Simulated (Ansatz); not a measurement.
# Strength of the Ge–Ge bond: GeH2(GeH3)F → GeH3 + GeH2F

Species: GeH2(GeH3)F, singlet; GeH3 `[GeH3]`, doublet; GeH2F `[F][GeH2]`, doublet. 

Shapes, held fixed at every level: PBE0-D4/def2-TZVP. Programs: Ansatz 0.2.0. The zero-point and thermal change to 298 K, harmonic and unscaled (PBE0-D4/def2-TZVP), is -10.8 kJ/mol.

| level | kind | ΔH(298 K) (kJ/mol) | less CCSD(T)/def2-TZVPP |
| --- | --- | --- | --- |
| SPW92/def2-TZVPP | LDA | +325.4 | +30.5 |
| r2SCAN-D4/def2-TZVPP | meta-GGA | +277.7 | -17.2 |
| B3LYP-D4/def2-TZVPP | global hybrid | +279.4 | -15.5 |
| BHLYP-D4/def2-TZVPP | global hybrid | +283.4 | -11.5 |
| r2SCAN0-D4/def2-TZVPP | global hybrid | +277.9 | -17.0 |
| wB97X-V/def2-TZVPP | range-separated hybrid | +300.6 | +5.7 |
| CCSD/def2-TZVPP | coupled cluster or CI | +289.1 | -5.8 |
| CCSD(T)/def2-TZVPP | coupled cluster or CI | +294.9 | 0.0 |

The highest level, CCSD(T)/def2-TZVPP, gives ΔH(298 K) = +294.9 kJ/mol; the levels span +277.7 to +325.4. The column of differences is taken from that level and isn't an error. No measured value is set beside it here. Open shells run unrestricted. Relativity is left out for Ge. Outer-core shells of Ge are correlated in most correlated rows, in sets that cover them unevenly.
